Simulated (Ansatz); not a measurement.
## Pulling the pair apart

The pair of K⁺ (SMILES [K+], atom 1) and CH4 (SMILES C, atoms 2–6), both closed shells, in one local arrangement (a lower one may exist), relaxed at PBE0-D4/def2-TZVP:

| atom | x (Å) | y (Å) | z (Å) |
| --- | --- | --- | --- |
| K1 | 0.2240 | 0.4954 | -2.8614 |
| C2 | -0.0435 | -0.0961 | 0.5549 |
| H3 | 0.5465 | -0.9070 | 0.1221 |
| H4 | 0.4531 | 0.8673 | 0.4198 |
| H5 | -0.1265 | -0.2799 | 1.6246 |
| H6 | -1.0536 | -0.0797 | 0.1400 |

CH4 is shifted rigidly along the line between the mean atom positions of the two fragments (negative: closer). Counterpoise interaction energies in kJ/mol. Ansatz 0.2.0; basis: def2-TZVPPD; cores frozen in the correlated methods. The outer core shell of Li, Na, Mg and K is correlated. The def2 sets are not built for correlating such inner shells, so the correlated values are less sure here.

```
shift (Å)  PBE0-D4     HF    MP2
    -0.35    -20.1  -13.3  -18.1
    -0.17    -19.8  -13.4  -17.2
     0.00    -21.5  -12.5  -15.4
     0.17    -20.0  -11.2  -13.5
     0.42    -16.8   -9.3  -11.0
     0.87    -11.7   -6.5   -7.4
     1.74     -5.6   -3.3   -3.7
     3.48     -1.6   -1.2   -1.3
```

Question: What does CCSD(T) give at these shifts? (Judge from chemistry; the value comes from the calculation.)

Answer: The calculation gives: -17.7, -16.8, -15.1, -13.2, -10.8, -7.2, -3.6, -1.2 kJ/mol. For zero shift, CCSD(T) at an estimated basis limit (MP2 extrapolated from triple and quadruple zeta, plus CCSD(T) − MP2 in triple zeta) gives -16.1 kJ/mol. These are counterpoise interaction energies, counted from the two frozen fragments.

No T1 diagnostic of these runs exceeds 0.006.

For scale, one of the runs: CCSD(T)/def2-TZVPPD, 141 basis functions, launched by `ansatz run in.yaml --threads 2 --pin off --events-out ev --progress --plain --max-ram 5222MiB`. Hardware: 2 CPU threads of an Arm Neoverse V1, shared host. Wall time 9.5 s; peak host memory 0.8 GiB.
